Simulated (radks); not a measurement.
The mean radii <r> (bohr) of the occupied orbitals of an atom or ion are listed with their occupations. All-electron calculation, scalar-relativistic Kohn-Sham, BLYP, spin-polarised, spherical densities, point nucleus. Program: a radial shooting solver on a logarithmic mesh with Libxc functionals.

orbital  occ.      <r>
1s down     1  0.05409
1s up       1  0.05409
2s up       1   0.2450
2s down     1   0.2449
2p up       3   0.2153
2p down     3   0.2152
3s up       1   0.7434
3s down     1   0.7441
3p up       3   0.7844
3p down     3   0.7858
3d up       5    1.066
3d down     4    1.091
4d up       1    10.14

Name the element and its charge. Open shells, if any, are filled with parallel spins first.

Answer. Z = 28, nickel, charge 0: Ni in [Ar] 3d9 4d1. The 1s radius gives Z: for a bare nucleus <r> = (2 gamma + 1)/(2Z) with gamma = sqrt(1 - (Z/c)^2), 0.05282 bohr for Z = 28, and screening makes it slightly larger (0.05409 here). The occupations add up to 28, and the charge is Z minus that.
